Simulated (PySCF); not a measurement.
**Ionisation energy of S⁺ by level of theory**

S⁺ [Ne] 3s2 3p3 (4S) → S²⁺ [Ne] 3s2 3p2 (3P), as a difference of total energies. Calculation: PySCF 2.14, in aug-cc-pV(D+d)Z (5s4p3d, 32 functions); no relativity, point nucleus. Correlated levels: valence: [Ne] frozen. The calculations carry no spin-orbit coupling.

```tsv
method	ionisation energy (eV)	difference from reference (eV)
UHF	22.722	-0.616
B3LYP	23.268	-0.070
TPSS	23.347	+0.009
MP2 (valence)	23.189	-0.149
SCS-MP2 (valence)	23.025	-0.313
CCSD (valence)	23.109	-0.229
CCSD(T) (valence)	23.118	-0.220
```

Reference: 23.338 eV (measured; NIST Atomic Spectra Database, ionization energies).

The reference lies between the lowest fine-structure levels, while these numbers refer to the centres of the terms.

Errors of the correlated levels include the incompleteness of this basis and the frozen core.
